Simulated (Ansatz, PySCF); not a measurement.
This PySCF input computes a PBE/def2-TZVPD energy:

```python
from pyscf import gto, scf, dft

mol = gto.M(
    atom='''
    B    -0.80708184    0.23355661   -0.04263948
    N     0.70790059   -0.11185525    0.01263700
    H    -1.54209566   -0.74848484   -0.37384746
    H    -1.13051212    1.32525768   -0.32548686
    H    -1.51449509   -0.44506862    0.76568210
    H     0.92283706   -1.07938073    0.26504867
    H     1.19131778    0.49176416    0.68657754
    H     1.15305309    0.07111606   -0.89323561
    ''',
    basis='def2-tzvpd',
    charge=1,
    spin=1,
    verbose=4,
)

mf = dft.UKS(mol, xc='pbe').density_fit(auxbasis='def2-universal-jkfit')
mf.grids.level = 3
mf.conv_tol = 1e-9
mf.max_cycle = 100
mf.max_memory = 1500
mf.kernel()
if not mf.converged:
    mf = mf.newton()
    mf.kernel(mf.make_rdm1())
for _ in range(2):
    mo, _, stable, _ = mf.stability(return_status=True)
    if stable:
        break
    mf.kernel(mf.make_rdm1(mo, mf.mo_occ))
mf.analyze()
```

Write an input for the same energy in Ansatz (a program for electronic structure) and say what it gives.


Ansatz 0.2 input:
```yaml
crystal:
  periodic: [false, false, false]
  atoms:
    - {symbol: B, position_ang: [-0.80708184, 0.23355661, -0.04263948]}
    - {symbol: N, position_ang: [0.70790059, -0.11185525, 0.01263700]}
    - {symbol: H, position_ang: [-1.54209566, -0.74848484, -0.37384746]}
    - {symbol: H, position_ang: [-1.13051212, 1.32525768, -0.32548686]}
    - {symbol: H, position_ang: [-1.51449509, -0.44506862, 0.76568210]}
    - {symbol: H, position_ang: [0.92283706, -1.07938073, 0.26504867]}
    - {symbol: H, position_ang: [1.19131778, 0.49176416, 0.68657754]}
    - {symbol: H, position_ang: [1.15305309, 0.07111606, -0.89323561]}
basis:
  gaussian:
    orbitals: def2-TZVPD
hamiltonian:
  xc: {name: PBE}
total_charge: 1
magnetization: {spin_polarized: true, initial_magnetization: 1}
output: {forces: true}
```
It gives -82.78736 Eh, and PySCF -82.78743 Eh, a difference of 0.07 mEh, from the treatment of integrals and grids.
